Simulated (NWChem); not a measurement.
SeBrF; SMILES F[Se]Br

Program: NWChem. The geometry was optimised at PBE0/def2-SVP. Ions are spin-unrestricted doublets at the neutral geometry; other ion states weren't tried.

Task: Estimate the computed values for PBE0/def2-SVP. Quantities: vertical ionisation energy, ΔSCF (eV); −ε(HOMO) (eV).

Result: 
```
Property                               Result
-------------------------------------  ------
vertical ionisation energy, ΔSCF (eV)    9.40
−ε(HOMO) (eV)                            6.91
```
